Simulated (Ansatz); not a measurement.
Ideal-gas functions of `CB(F)BCl` at 400 K and 1 bar, from an Ansatz frequency run at PBE0-D4/def2-TZVP.

Molar mass 92.12 g/mol, point group C1 (symmetry number 1), electronic degeneracy 1, moments of inertia 71.735, 261.216, 301.194 u Å². Harmonic wavenumbers (cm⁻¹, unscaled): 50, 61, 127, 209, 355, 462, 625, 758, 843, 848, 859, 1031, 1174, 1302, 1329, 1438, 1454, 2625, 3030, 3100, 3137.

Use S(trans) = R[1.5 ln M + 2.5 ln T − 1.1517]; rotational temperatures θ = 24.2544 K / I; S(rot) = R[ln(√π/σ · √(T³/θAθBθC)) + 1.5]; for each mode x = 1.438777 ν̃/T, S = R[x/(eˣ − 1) − ln(1 − e⁻ˣ)] and H = RT x/(eˣ − 1); 1 cm⁻¹ = 0.0119627 kJ/mol; R = 8.31446 J/(mol·K).

Problem. By hand: the entropy, in J/(mol·K).

Solution. Translation 171.4. Rotation: θ = 0.3381, 0.0929, 0.0805 K, giving 116.8. Vibration, mode by mode: 22.59, 20.94, 14.90, 10.88, 6.82, 4.99, 3.13, 2.15, 1.69, 1.66, 1.61, 0.98, 0.65, 0.44, 0.41, 0.29, 0.28, 0.01, 0.00, 0.00, 0.00, in all 94.4. Electronic 0.0. Sum 382.6 J/(mol·K).

Problem. By hand: H − E and G − E in kJ/mol, counted from the electronic energy.

Solution. Zero-point energy ½ × 24817 × 0.0119627 = 148.4; thermal vibration 17.8; translation, rotation and pV give 4 RT = 13.3. H − E = 179.5 kJ/mol, and G − E = 179.5 − 400 × 382.6/1000 = 26.5 kJ/mol.

Vibration gives 25 % of the entropy, 58.4 J/(mol·K) of it from the modes under 150 cm⁻¹: soft modes count most, and the harmonic formula is weakest for them. The sum counts one conformer and one mirror image; others add a mixing term.
